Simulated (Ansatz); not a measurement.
C2H7AlBF (`CB(F)[CH2][AlH2]`). Total charge 0; spin multiplicity 1.

```xyz
12

C    -0.631    0.317   -1.692
B    -0.872    0.257   -0.146
F    -1.715    1.172    0.367
C    -0.200   -0.721    0.833
Al    1.516    0.002    1.453
H     0.224   -0.272   -2.027
H    -1.520   -0.075   -2.201
H    -0.513    1.347   -2.041
H     0.085   -1.653    0.332
H    -0.800   -0.921    1.725
H     1.709    0.413    2.972
H     2.718    0.135    0.425
```

(1) List the harmonic frequencies (cm⁻¹, unscaled) at PBE0-D4/def2-TZVP in Ansatz. (An estimate is asked.)

(2) Is this a minimum?

(3) Give the ideal-gas thermochemistry at 298.15 K and 1 bar (rigid rotor, harmonic oscillator; point group C1, symmetry number 1).

(4) Rotational constants (cm⁻¹)?

Answers

(1) The calculation gave: 57, 65, 71, 112, 309, 396, 436, 474, 551, 621, 731, 764, 789, 843, 872, 939, 968, 1198, 1291, 1352, 1405, 1451, 1458, 1921, 1931, 3038, 3049, 3103, 3129, 3141.

(2) Yes, all 30 modes are real.

(3) Zero-point energy 218.1 kJ/mol; H(298) − E = 241.8 kJ/mol; entropy 371.8 J/(mol·K), of which translation 164.7, rotation 112.9, vibration 94.2; G(298) − E = 131.0 kJ/mol. Modes under 100 cm⁻¹ are hindered rotations or soft bends, so the harmonic entropy is rough.

(4) 0.2032, 0.07173, 0.06192.
